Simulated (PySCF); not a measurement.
## Cost of excited-state runs on `F[C@@H]1[C@H]2C=C[C@]1(F)C=C2`, C7H6F2

Geometry:
| atom | x (Å) | y (Å) | z (Å) |
| --- | --- | --- | --- |
| F1 | -2.196 | 0.785 | -0.085 |
| C2 | -1.120 | 0.213 | 0.526 |
| C3 | 0.174 | 1.055 | 0.423 |
| C4 | 1.125 | 0.040 | 1.033 |
| C5 | 0.739 | -1.163 | 0.631 |
| C6 | -0.478 | -0.958 | -0.255 |
| F7 | -1.237 | -2.067 | -0.468 |
| C8 | -0.014 | -0.210 | -1.493 |
| C9 | 0.376 | 0.988 | -1.084 |
| H10 | -1.427 | -0.043 | 1.544 |
| H11 | 0.161 | 2.045 | 0.865 |
| H12 | 1.963 | 0.305 | 1.646 |
| H13 | 1.158 | -2.130 | 0.825 |
| H14 | -0.017 | -0.647 | -2.471 |
| H15 | 0.789 | 1.793 | -1.659 |

PySCF with density fitting, on 1 thread of an Arm Neoverse V1, shared host. Command: `OMP_NUM_THREADS=1 python excited_run.py task.json out`

Problem. How long does each of these runs take, and how much memory?
- vibronic structure, B3LYP/6-31+G*; full response
- vibronic structure, X3LYP/pcseg-0; full response; 200 K; 2 states

Solution. 
| run | level | basis functions | wall time | peak memory (GiB) |
| --- | --- | --- | --- | --- |
| vibronic structure | B3LYP/6-31+G* | 174 | 47 s | 0.9 |
| vibronic structure | X3LYP/pcseg-0 | 93 | 15 s | 0.59 |

Times from a shared host are rough.
